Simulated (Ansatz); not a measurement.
## IH, singlet: energies of several shapes or isomers

Program: Ansatz, Gaussian basis, development build. Basis cc-pVTZ-PP on I, cc-pVTZ on H, scalar-relativistic core potentials (28 electrons on I), no spin–orbit coupling, 4 orbitals frozen in the corrections; active space CAS(2,2). Restricted Hartree–Fock, then the lowest state-specific CASSCF solution met for each case. On stretched bonds single-reference methods can fail or change state. Unlike active orbitals can shift such differences by tenths of an eV, at times by over 1 eV.

Case A: bond length 1.6090 Å.

Case B: bond length 1.7699 Å.

Energy less that of case A, in eV:

| case | RHF/ROHF | CASSCF |
| --- | --- | --- |
| B | +0.241 | +0.127 |

Task: Give the SC-NEVPT2 energies against case A.

Result: B: +0.181 eV (4.2 kcal/mol).
